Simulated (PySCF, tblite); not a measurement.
Isomers of C7H3N3, one GFN2-xTB conformer each. Single-point energies are computed at PBE0/pcSseg-1 (PySCF, gas phase, no added dispersion term), electronic only.

```tsv
SMILES	GFN2-xTB relative energy (kJ/mol)
C#Cc1cc(C#N)cnn1	57.1
C#Cc1cncc(C#N)n1	0.0
C#Cc1cnncc1C#N	51.1
```

Question: What does PBE0/pcSseg-1 give for the same structures?

Answer: 
```csv
SMILES,PBE0/pcSseg-1 E (Eh),PBE0/pcSseg-1 (kJ/mol),GFN2-xTB (kJ/mol),point group
C#Cc1cncc(C#N)n1,-432.13672,0.0,0.0,Cs
C#Cc1cnncc1C#N,-432.10831,74.6,51.1,Cs
C#Cc1cc(C#N)cnn1,-432.10635,79.7,57.1,Cs
```

Both levels put the same isomer lowest; measured from each level's own lowest isomer, the values differ by up to 23.5 kJ/mol (C#Cc1cnncc1C#N: 51.1 against 74.6). As drawn, the highest has an N–N linkage, which the lowest lacks. Neighbours under 10 kJ/mol apart (C#Cc1cnncc1C#N and C#Cc1cc(C#N)cnn1) can change places with a better method, another conformer or zero-point energy.

Question: Which frontier levels, dipoles and rotational constants go with these structures?

Answer: 
```tsv
SMILES	HOMO (eV, PBE0/pcSseg-1)	LUMO (eV)	dipole (D)	A, B, C (MHz)
C#Cc1cncc(C#N)n1	-8.12	-2.62	4.25	2809, 969.2, 720.6
C#Cc1cnncc1C#N	-7.47	-3.08	2.83	2039, 1373, 820.6
C#Cc1cc(C#N)cnn1	-7.48	-2.89	2.63	3019, 916.1, 702.9
```

Question: What happens when harmonic zero-point energies from GFN2-xTB frequencies are added?

Answer: 
```
          SMILES  ZPE (kJ/mol)  electronic (kJ/mol)  with ZPE (kJ/mol)
C#Cc1cncc(C#N)n1         211.4                  0.0                0.0
  C#Cc1cnncc1C#N         211.0                 74.6               74.3
C#Cc1cc(C#N)cnn1         210.8                 79.7               79.2
```

The zero-point energies span 0.6 kJ/mol. The order is unchanged.

Question: As an exercise, what shares would exp(−E/RT) give at 2000 K from these electronic energies alone (no entropy, no degeneracies)?

Answer: RT = 16.629 kJ/mol: C#Cc1cncc(C#N)n1 98.1 %, C#Cc1cnncc1C#N 1.1 %, C#Cc1cc(C#N)cnn1 0.8 %.
